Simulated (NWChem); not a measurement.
# H3O cation; SMILES [OH3+]

```xyz
4

O      0.0000     0.0000     0.0788
H      0.6693     0.6693    -0.2074
H      0.2450    -0.9143    -0.2074
H     -0.9143     0.2450    -0.2074
```
Atoms are numbered in this order, from 1.

Program: NWChem. Coordinates come from a B3LYP/6-31G* (spherical d) optimisation. GIAO values for the isolated, static molecule; σ is the absolute isotropic shielding, δ = σ(reference) − σ with the isolated reference molecule computed at the same levels (1H: tetramethylsilane, 17O: water).

Question: Among these, which level gives the highest value of “δ H2 (ppm)”?
A. PBE/pcSseg-1
B. LDA (Slater exchange, VWN5)/pcSseg-1
C. BHandHLYP/pcSseg-1

Answer: C, BHandHLYP/pcSseg-1. Values: LDA (Slater exchange, VWN5)/pcSseg-1 7.35; PBE/pcSseg-1 7.44; BHandHLYP/pcSseg-1 8.23
